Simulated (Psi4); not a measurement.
C2H6Be (SMILES [CH3][Be][CH3]), singlet, at a GFN2-xTB geometry (such geometries of metal compounds can be far from the true shape); CAM-B3LYP/6-31G run with Psi4.

Psi4 was given this input:
```
memory 2 GB

molecule {
0 1
  Be    0.00743945    0.00179797   -0.02008394
  C     1.34325800    0.16961268   -1.09841030
  H     2.06285984   -0.64799185   -1.04315004
  H     1.93940669    1.06889496   -0.94047812
  H     1.05888718    0.21201450   -2.15043463
  C    -1.33744142   -0.18725458    1.04331116
  H    -1.90774025   -1.10115211    0.87291218
  H    -2.07641473    0.61189152    0.97592364
  H    -1.07164775   -0.22468519    2.10024171
}

set basis 6-31g
set puream true

energy('cam-b3lyp')
print_variables()
```

Question: Predict the main parts of the log of this Psi4 run.

Answer: 
```
   => Loading Basis Set <=

    Name: 6-31G
    Role: ORBITAL
    Keyword: BASIS

         ---------------------------------------------------------
                                   SCF
               by Justin Turney, Rob Parrish, Andy Simmonett
                          and Daniel G. A. Smith
                              RKS Reference
         ---------------------------------------------------------

  ==> Geometry <==

    Molecular point group: c1
    Full point group: C1

    Geometry (in Angstrom), charge = 0, multiplicity = 1:

       Center              X                  Y                   Z               Mass
    ------------   -----------------  -----------------  -----------------  -----------------
         BE           0.003797856216     0.008893913001     0.006251068326     9.012183065000
         C            1.339616406216     0.176708623001    -1.072075291674    12.000000000000
         H            2.059218246216    -0.640895906999    -1.016815031674     1.007825032230
         H            1.935765096216     1.075990903001    -0.914143111674     1.007825032230
         H            1.055245586216     0.219110443001    -2.124099621674     1.007825032230
         C           -1.341083013784    -0.180158636999     1.069646168326    12.000000000000
         H           -1.911381843784    -1.094056166999     0.899247188326     1.007825032230
         H           -2.080056323784     0.618987463001     1.002258648326     1.007825032230
         H           -1.075289343784    -0.217589246999     2.126576718326     1.007825032230

  Running in c1 symmetry.

  Rotational constants: A =      2.81202  B =      0.16387  C =      0.16387 [cm^-1]
  Rotational constants: A =  84302.21773  B =   4912.69953  C =   4912.64376 [MHz]
  Nuclear repulsion =   50.662073748938560

  Charge       = 0
  Multiplicity = 1
  Electrons    = 22
  Nalpha       = 11
  Nbeta        = 11

  ==> Algorithm <==

  SCF Algorithm Type is DF.
  DIIS enabled.
  MOM disabled.
  Fractional occupation disabled.
  Guess Type is SAD.
  Energy threshold   = 1.00e-06
  Density threshold  = 1.00e-06
  Integral threshold = 1.00e-12

  ==> Primary Basis <==

  Basis Set: 6-31G
    Blend: 6-31G
    Number of shells: 27
    Number of basis functions: 39
    Number of Cartesian functions: 39
    Spherical Harmonics?: true
    Max angular momentum: 1

  ==> DFT Potential <==

   => LibXC <=

    Version 7.1.2
    S. Lehtola, C. Steigemann, M. J. T. Oliveira, and M. A. L. Marques,  SoftwareX 7, 1–5 (2018) (10.1016/j.softx.2017.11.002)

   => Composite Functional: CAM-B3LYP <=

    CAM-B3LYP Hyb-GGA Exchange-Correlation Functional

    T. Yanai, D. P. Tew, and N. C. Handy,  Chem. Phys. Lett. 393, 51 (2004) (10.1016/j.cplett.2004.06.011)

    Deriv               =              1
    GGA                 =           TRUE
    Meta                =          FALSE

    Exchange Hybrid     =           TRUE
    MP2 Hybrid          =          FALSE

   => Exchange Functionals <=

    0.3500         Becke 88 [omega = 0.3300]
    0.4600   Short-range recipe for B88 functional - erf [omega = 0.3300]

   => Exact (HF) Exchange <=

    0.4600            HF,LR [omega = 0.3300]
    0.1900               HF

   => Correlation Functionals <=

    0.1900   Vosko, Wilk & Nusair (VWN5)
    0.8100   Lee, Yang & Parr

   => LibXC Density Thresholds  <==

    XC_HYB_GGA_XC_CAM_B3LYP:  1.00E-14

   => Molecular Quadrature <=

    Radial Scheme          =       TREUTLER
    Pruning Scheme         =           NONE
    Nuclear Scheme         =       TREUTLER

    Blocking Scheme        =         OCTREE
    BS radius alpha        =              1
    Pruning alpha          =              1
    Radial Points          =             75
    Spherical Points       =            302
    Total Points           =         194827
    Total Blocks           =           1500
    Max Points             =            256
    Max Functions          =             38
    Weights Tolerance      =       1.00E-15

   => Loading Basis Set <=

    Name: (6-31G AUX)
    Role: JKFIT
    Keyword: DF_BASIS_SCF

  ==> Integral Setup <==

  SCF_SUBTYPE=INCORE selected. In-core MEM_DF algorithm will be used.
  Using in-core AOs.

  ==> MemDFJK: Density-Fitted J/K Matrices <==

    J tasked:                   Yes
    K tasked:                   Yes
    wK tasked:                  Yes
    Omega:                3.300E-01
    Algorithm:                 Core
    Schwarz Cutoff:           1E-12
    Mask sparsity (%):       0.9204
    Fitting Condition:        1E-10

   => Auxiliary Basis Set <=

  Basis Set: (6-31G AUX)
    Blend: CC-PVDZ-JKFIT + DEF2-UNIVERSAL-JKFIT
    Number of shells: 119
    Number of basis functions: 329
    Number of Cartesian functions: 372
    Spherical Harmonics?: true
    Max angular momentum: 3

  Minimum eigenvalue in the overlap matrix is 1.4376211946E-02.
  Reciprocal condition number of the overlap matrix is 2.9042728383E-03.
    Using symmetric orthogonalization.

  ==> Pre-Iterations <==

  SCF Guess: Superposition of Atomic Densities via on-the-fly atomic UHF (no occupation information).

   -------------------------
    Irrep   Nso     Nmo
   -------------------------
     A         39      39
   -------------------------
    Total      39      39
   -------------------------

  ==> Iterations <==

                           Total Energy        Delta E     RMS |[F,P]|

   @DF-RKS iter SAD:   -93.57254053104279   -9.35725e+01   0.00000e+00
   @DF-RKS iter   1:   -94.16635527990822   -5.93815e-01   1.98956e-02 DIIS/ADIIS
   @DF-RKS iter   2:   -94.24564269965394   -7.92874e-02   1.66634e-02 DIIS/ADIIS
   @DF-RKS iter   3:   -94.48283011604313   -2.37187e-01   4.03359e-04 DIIS/ADIIS
   @DF-RKS iter   4:   -94.48304995850613   -2.19842e-04   6.70559e-05 DIIS
   @DF-RKS iter   5:   -94.48305651886386   -6.56036e-06   1.07077e-05 DIIS
   @DF-RKS iter   6:   -94.48305669385600   -1.74992e-07   9.43559e-07 DIIS
  Energy and wave function converged.

  ==> Post-Iterations <==

   Electrons on quadrature grid:
      Ntotal   =   22.0000191661 ; deviation = 1.917e-05

    Orbital Energies [Eh]
    ---------------------

    Doubly Occupied:

[...]
    Virtual:

[...]
      39A      1.457286

    Final Occupation by Irrep:
              A
    DOCC [    11 ]
    NA   [    11 ]
    NB   [    11 ]

  @DF-RKS Final Energy:   -94.48305669385600

   => Energetics <=

    Nuclear Repulsion Energy =             50.6620737489385604
    One-Electron Energy =                -225.7638472383539181
    Two-Electron Energy =                  91.9380393656340971
    DFT Exchange-Correlation Energy =     -11.3193225700747337
    Empirical Dispersion Energy =           0.0000000000000000
    VV10 Nonlocal Energy =                  0.0000000000000000
    Total Energy =                        -94.4830566938559997

Computation Completed

Properties will be evaluated at   0.000000,   0.000000,   0.000000 [a0]

Properties computed using the SCF density matrix

 Multipole Moments:

 ------------------------------------------------------------------------------------
     Multipole            Electronic (a.u.)      Nuclear  (a.u.)        Total (a.u.)
 ------------------------------------------------------------------------------------

 L = 1.  Multiply by 2.5417464519 to convert [e a0] to [Debye]
 Dipole X            :          0.0204967           -0.0190991            0.0013976
 Dipole Y            :          0.0478636           -0.0445540            0.0033097
 Dipole Z            :          0.0336232           -0.0312668            0.0023564
 Magnitude           :                                                    0.0042965

 ------------------------------------------------------------------------------------

  Variable Map:
  ----------------------------------------------------------------------------
[...]
  Array Variable Map:
  ----------------------------------------------------------------------------
[...]
[...]
```
